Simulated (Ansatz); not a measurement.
```xyz
6

N     0.6380    0.6176    0.5706
In   -0.5745   -0.5579   -0.5139
H     0.4638    0.8862    1.5243
H     1.4952    1.0179    0.2283
H    -0.0479   -0.8587   -2.1150
H    -1.9746   -1.1051    0.3058
```

The species carries charge 0 and has multiplicity 1. In: def2 effective core potential.

Question: List the CAM-B3LYP/def2-TZVPP orbital energies in eV (Ansatz). (An estimate is asked.)

Answer: Ansatz gave: Occupied: -390.55, -128.91, -85.66, -85.36, -85.34, -24.54, -22.62, -22.43, -22.42, -22.38, -22.07, -14.43, -13.75, -10.42, -9.63, -8.37. Lowest empty: -0.32, 0.77, 1.66, 1.90, 2.92, 3.03, 4.22, 4.23.
